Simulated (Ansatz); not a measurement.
**A geometry optimisation of FGa2H3Si with PBE0-D3(BJ)/def2-SVP**

The starting geometry of this gas-phase singlet was optimised with GFN2-xTB.

```yaml
atoms:
  - { symbol: F, position_ang: [-1.0382, -0.5614, 0.8870] }
  - { symbol: Ga, position_ang: [-1.9999, 1.4303, 0.2582] }
  - { symbol: Ga, position_ang: [0.8136, -1.4688, 0.7351] }
  - { symbol: Si, position_ang: [0.5857, 1.5957, -0.5116] }
  - { symbol: H, position_ang: [1.7980, 2.2075, -1.1311] }
  - { symbol: H, position_ang: [1.2962, 1.0482, 0.7894] }
  - { symbol: H, position_ang: [0.6947, 0.1902, -1.2338] }
```

Question: Predict what it relaxes into with PBE0-D3(BJ)/def2-SVP.

Answer: A new bond forms, giving a structure with F1 bridging Ga2 and Ga3, given below by its coordinates. Contacts that close: F1–Ga3 (2.07 → 1.94 Å).

The energy falls by 0.32 eV over 8 steps:

| step | E − E(last) (eV) |
| --- | --- |
| 1 | 0.319 |
| 2 | 0.040 |
| 3 | 0.007 |
| 4 | 0.001 |
| 5 | 0.000 |
| 6 | 0.000 |
| 7 | 0.000 |
| 8 | 0.000 |

Final geometry (Å):

```xyz
7

F    -1.0378   -0.4735    0.8320
Ga   -1.9476    1.3502    0.3024
Ga    0.7101   -1.3120    0.6957
Si    0.6324    1.4776   -0.4858
H     1.7221    2.2855   -1.1456
H     1.3217    0.9918    0.8036
H     0.7493    0.1221   -1.2089
```

Frequencies at the end are all real (lowest 64 cm⁻¹). Run with Ansatz 0.2.0, 37 s on 2 threads of AMD EPYC 7R43 64-Core Processor (Zen 3), with other jobs on the host.
